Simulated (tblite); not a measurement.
C6H5O, doublet, geometry from GFN2-xTB; GFN1-xTB (tblite).

tblite was given this input:
```
$ tblite run mol.xyz --method gfn1 --charge 0 --spin 1 --efield 0,0,0.1 --json tblite.json --no-restart

# file mol.xyz
12

O     -2.26745109     0.04900751    -0.04407530
C     -0.90878131     0.00479194    -0.01862883
C     -0.28778686    -1.24945281    -0.08708222
C      1.07058195    -1.27637353    -0.06051965
C      1.88638811    -0.18568950     0.02726349
C      1.25874993     1.05531763     0.09471935
C     -0.12137824     1.14673295     0.07188874
H     -2.56875278     0.96399006     0.00902401
H     -0.89964724    -2.13451201    -0.15727072
H      2.96166543    -0.26373796     0.04460819
H      1.85681909     1.95241617     0.16540174
H     -0.59711732     2.11782365     0.12499382
```

Output, abridged:

```
xTB calculator
 | screened Coulomb repulsion
 | Coulomb electrostatics
 |  * isotropic Klopman-Ohno-Mataga-Nishimoto electrostatics
 |  * onsite third-order electrostatics
 | DFT-D3(BJ) dispersion correction
 | Interactions (1)
 | [1] electric field

halogen bonding energy    0.0000000000000E+00 Eh
repulsion energy          3.0442737983480E-01 Eh
dispersion energy        -4.8707314756267E-03 Eh
interaction energy        0.0000000000000E+00 Eh
number of electrons       3.5000000000000E+01 e
integral cutoff           1.9731147476801E+01 bohr

------------------------------------------------------------
  cycle        total energy    energy error   density error
------------------------------------------------------------
      1     -19.88811192019  -2.0187669E+01   4.5750300E-01
      2     -19.96014300071  -7.2031081E-02   2.6371571E-01
      3     -19.95751202715   2.6309736E-03   5.3434237E-02
      4     -19.96387945719  -6.3674300E-03   1.5447699E-02
      5     -19.96520912158  -1.3296644E-03   2.2783133E-03
      6     -19.96523028393  -2.1162349E-05   8.6059918E-04
      7     -19.96523286131  -2.5773855E-06   2.2916804E-04
      8     -19.96523295401  -9.2693462E-08   8.4713910E-05
      9     -19.96523297342  -1.9415552E-08   2.0403437E-05
     10     -19.96523297492  -1.4991990E-09   6.4396408E-06
------------------------------------------------------------

electronic energy        -2.0264789623279E+01 Eh
total energy             -1.9965232974920E+01 Eh

Post processing:
 | Mayer-Wiberg bond orders

[Info] JSON dump of results written to 'tblite.json'
```
